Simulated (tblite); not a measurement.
Compound: C6H11OPS.
Z-matrix (Å and degrees, GFN2-xTB geometry), rows numbered from 1:
```
C 
S   1  1.8077
C   2  1.8089  1   98.60
P   3  1.8403  2  109.68  1    49.53
O   4  1.4669  3  116.00  2    50.32
C   4  1.8018  3  112.94  2  -107.55
C   6  1.4751  4  151.42  3    90.53
C   6  1.3482  4   68.13  3   -97.88
C   8  1.4737  4  151.61  6   171.59
H   1  1.0876  2  109.89  3    61.26
H   1  1.0854  2  106.97  3  -179.16
H   1  1.0914  2  108.63  3   -60.46
H   3  1.0895  2  111.00  1   -72.81
H   3  1.0917  2  106.63  1   166.86
H   7  1.0902  6  110.85  4   -69.14
H   7  1.0891  6  110.15  4   170.06
H   7  1.0900  6  109.91  4    49.89
H   9  1.0900  8  109.75  4   -48.38
H   9  1.0896  8  110.36  4  -168.77
H   9  1.0899  8  110.57  4    70.29
```

Calculated harmonic vibrations of the isolated species, GFN2-xTB (tblite), most abundant isotopes, no scaling. This tight-binding method is rough: wavenumbers can miss measured ones by several per cent, in bad cases by 10 to 20. One conformer, not necessarily the lowest.

Harmonic wavenumbers (cm⁻¹): 59.4, 74.2, 86.1, 93.6, 101.7, 145.6, 161.3, 177.0, 195.7, 219.2, 268.0, 277.0, 316.1, 381.0, 427.0, 610.9, 650.3, 703.4, 736.9, 747.3, 764.2, 878.0, 937.6, 950.6, 1004.9, 1015.3, 1035.3, 1059.3, 1078.3, 1122.3, 1235.9, 1276.5, 1312.2, 1371.8, 1383.9, 1386.9, 1427.0, 1442.5, 1454.7, 1459.4, 1464.5, 1466.5, 1739.7, 2960.4, 2963.7, 2966.8, 2994.7, 2998.2, 3008.0, 3008.6, 3010.5, 3011.5, 3014.3, 3059.0.

A = 1902, B = 758.0, C = 666.1 MHz; mass 162.027 u (most abundant isotopes); point group C1, symmetry number 1.

Problem. What is the zero-point energy?

Solution. ½Σν̃ = 33847 cm⁻¹ = 96.77 kcal/mol.

Problem. Entropy at 298.15 K, 1 bar (ideal gas, RRHO, classical rotation)?

Solution. Translation 41.18, rotation 30.19, vibration 40.37: S = 111.8 cal/(mol K).

Problem. And Cp and H(298.15 K) − H(0)?

Solution. Cp = 44.81 cal/(mol K), of which vibrations give 36.87 (their classical limit is 54 R = 107.3); H(298.15 K) − H(0) = 8.55 kcal/mol without the zero-point energy, 6.18 from vibrations.

Problem. How do the functions run with temperature in this model?

Solution. 
```csv
T (K),S (cal/(mol K)),Cp (cal/(mol K)),H − H(0) (kcal/mol),G − H(0) (kcal/mol),ln q(vib)
100,75.2,24.8,1.58,-5.94,2.36
200,95.9,35.4,4.62,-14.56,6.31
300,112.0,45.0,8.63,-24.97,9.95
500,139.3,62.5,19.46,-50.19,16.53
800,172.8,79.9,41.04,-97.19,25.27
1000,191.5,87.5,57.81,-133.66,30.50
```

q(vib) and H(0) count from the zero-point level.

Problem. Which modes carry the vibrational entropy at 298.15 K?

Solution. 59.4 cm⁻¹: 4.48; 74.2 cm⁻¹: 4.04; 86.1 cm⁻¹: 3.75; 93.6 cm⁻¹: 3.58; 101.7 cm⁻¹: 3.42; 145.6 cm⁻¹: 2.73 cal/(mol K); the other 48 give 18.38 together.

Problem. What must be added to the electronic energy to get the Gibbs energy at 298.15 K and 1 bar?

Solution. ZPE + [H(298.15 K) − H(0)] − T·S = 96.77 + 8.55 − 33.32 = 72.00 kcal/mol.

Problem. Blend soft modes into free rotors: weight 1/[1 + (100 cm⁻¹/ν̃)⁴] for the oscillator and the rest for a rotor with moment μB/(μ + B), μ = h/(8π²ν), B = 10⁻⁴⁴ kg m². What vibrational entropy results?

Solution. 37.53 cal/(mol K) in place of 40.37, which changes −T·S at 298.15 K by +0.85 kcal/mol.

Hindered rotation and anharmonicity are outside this model. Other conformers, if any are populated, would add a mixing term that is left out. The structure is chiral; the term R ln 2 for an equal mix with its mirror image is left out.
